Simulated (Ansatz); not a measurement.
`C/C(F)=C/N` + `[CH3][Ge]([NH2])([OH])[Cl]` → `C[O][Ge]([CH3])([NH2])[Cl]` + `N/C=C\F`  (substitution at a C–C bond)

Isolated molecules relaxed with PBE0-D4/def2-TZVP in Ansatz; ΔE leaves out vibrations. CCSD(T)/CBS adds triple-zeta CCSD(T) − MP2 to the extrapolated MP2 energy (def2 sets, frozen cores). Double bonds are as drawn, so ΔE can hold a change between cis and trans. For Ge outer-core shells are correlated without core-valence functions, which leaves a few kJ/mol of doubt a bond. Scalar relativity is left out up to krypton. Each species was taken in one conformer, which may not be the lowest.

```csv
level,ΔE (kcal/mol)
CCSD(T)/def2-TZVPP,18.0
MP2/def2-QZVPP,19.6
HF/CBS(def2),16.5
MP2/CBS(def2),19.9
```

What does CCSD(T)/CBS give? (An estimate is asked.)

Ansatz gave: +18.5 kcal/mol. The listed levels differ from it by -0.5, 1.1, -2.0, 1.4 kcal/mol.

Largest T1 diagnostic among the species: 0.012.

In def2-TZVPP, CCSD(T) changes the Hartree–Fock value by +1.4 kcal/mol (the triples alone add +0.0 kcal/mol) and MP2 by +2.7 kcal/mol.
